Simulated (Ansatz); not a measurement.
Reaction (ligand exchange at a B–C bond): `CCB(O)Br` + HBr → `OB(Br)Br` + `CC`

Isolated molecules relaxed with PBE0-D4/def2-TZVP in Ansatz; ΔE leaves out vibrations. CCSD(T)/CBS is the MP2 limit (def2-TZVPP, def2-QZVPP) plus CCSD(T) − MP2 in def2-TZVPP, frozen cores. This one scheme is used for every species. Functionals use def2-TZVPP. For Br outer-core shells are correlated without core-valence functions, which leaves a few kJ/mol of doubt a bond. Scalar relativity is left out up to krypton. One conformer a species, not always the lowest.

| level | ΔE (kJ/mol) |
| --- | --- |
| LDA (SPW92) | -63.9 |
| MP2/CBS(def2) | -73.9 |

Task: What does CCSD(T)/CBS give? (Best estimate.)

Result: The calculation gave: -67.8 kJ/mol. The listed levels differ from it by 3.9, -6.1 kJ/mol.

Largest T1 diagnostic among the species: 0.010.

From BLYP to BHLYP (50 % exact exchange), in def2-TZVPP and without D4, ΔE moves by +4.1 kJ/mol. The D4 term adds +3.0 kJ/mol with B3LYP and +2.1 kJ/mol with PBE0; it sums over pairs of atoms, weighted by their polarisabilities, and B3LYP, whose exchange is more repulsive, gets the larger term.

B3LYP here is the variant with VWN-RPA as its local correlation; programs differ in this.
